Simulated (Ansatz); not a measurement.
Spectroscopic constants of As2, closed-shell singlet (the spin of the measured ground state). No spin–orbit coupling. As is treated without relativity.

D_e counts from the fitted minimum to each atom's lowest state at the same level, without counterpoise. The singlet is restricted.

Correlated levels freeze the inner cores; with def2 sets outer-core shells near the valence are correlated too. CBS(a, b) extrapolates the correlation energy as X⁻³ and adds the Hartree–Fock energy of set b.

Codes used: Ansatz (Gaussian orbitals). Each number belongs to the level named beside it.

PBE/def2-TZVPP gives 98.68 kcal/mol for the bond energy D_e.

Problem. How do the other levels lie against it? Give each less PBE: r2SCAN/def2-TZVPP, PBE0/def2-TZVPP, wB97M-V/def2-TZVPP, B2PLYP/def2-TZVPP, CCSD(T)/CBS(def2-TZVPP, def2-QZVPP).

Solution. r2SCAN/def2-TZVPP -8.04; PBE0/def2-TZVPP -11.98; wB97M-V/def2-TZVPP -12.63; B2PLYP/def2-TZVPP -5.30; CCSD(T)/CBS(def2-TZVPP, def2-QZVPP) -5.54 kcal/mol. 0 of 5 lie above PBE; the widest gap is to wB97M-V/def2-TZVPP.

Doubts at one or more of the structures used: a restricted determinant that unrestricted orbitals would lower (CCSD(T)/CBS(def2-TZVPP, def2-QZVPP)).

Ansatz is a first-principles code.
